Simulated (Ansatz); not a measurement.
A run for Ansatz (a program for electronic structure): R-wB97M-V/def2-TZVPP on propylene glycol (SMILES CC(O)CO).

Ansatz 0.2 input:
```yaml
crystal:
  periodic: [false, false, false]
  atoms:
    - {symbol: C, position_ang: [1.55616200, -0.25820965, -0.23046827]}
    - {symbol: C, position_ang: [0.26115966, 0.38409057, 0.22502636]}
    - {symbol: O, position_ang: [-0.05928958, 1.43060837, -0.68211307]}
    - {symbol: C, position_ang: [-0.88734213, -0.61285243, 0.28852972]}
    - {symbol: O, position_ang: [-2.12012289, 0.03855343, 0.60173106]}
    - {symbol: H, position_ang: [1.43178187, -0.69980261, -1.22086893]}
    - {symbol: H, position_ang: [2.34545123, 0.49102891, -0.28902664]}
    - {symbol: H, position_ang: [1.87072319, -1.03736589, 0.46652057]}
    - {symbol: H, position_ang: [0.40328795, 0.80581298, 1.23416761]}
    - {symbol: H, position_ang: [-0.99285320, 1.64100501, -0.54564018]}
    - {symbol: H, position_ang: [-1.03412685, -1.06295954, -0.69462277]}
    - {symbol: H, position_ang: [-0.66606943, -1.40941398, 1.00734455]}
    - {symbol: H, position_ang: [-2.10876179, 0.28950485, 1.53222277]}
basis:
  gaussian:
    orbitals: def2-TZVPP
hamiltonian:
  xc: {name: wB97M-V}
scf: {lower_state_search: off}
```

Program output:

```
WARN ansatz: RAYON_NUM_THREADS=6 ignored (pool sized by the plan → 6); use --threads N
Functional definition: wB97M-V
these checks for a lower state are left out or cut short: stability, starts, cluster_reference, orbital_swaps, neighbouring_geometries, increment
integrals: 0.25 GiB planned
1314 factors; their error is unknown
integrals: 0.29 GiB planned
339 factors; integrals over basis functions are off by at most 9.1e-6 eV
mean field: 2.23 GiB planned
mean field evaluation 1: about -7329.2549 eV, gradient 5.8e1 eV
mean field evaluation 2: about -7330.6758 eV, gradient 5.5e1 eV
mean field evaluation 4: about -7335.5133 eV, gradient 2.2e0 eV
mean field evaluation 8: about -7335.5331 eV, gradient 9.0e-2 eV
mean field evaluation 16: about -7335.5108 eV, gradient 1.8e-4 eV
mean field -7335.51081168 eV, -269.5750501415 hartree, gradient 5.9e-6 eV, S^2 0.000000; 0 other end points of the search recorded, 0 dependent functions left out
reference -7335.51085804 eV, -269.5750518451 hartree; 21, 21 occupied and 246, 246 virtual orbitals, 1314 factors
Total energy: -7335.51085804 eV, -269.5750518451 hartree
Checks for a lower state left out: stability, starts, cluster_reference, orbital_swaps, neighbouring_geometries, increment
```

Self-consistency was reached.

Cost: about 22 core-seconds (a rough figure).
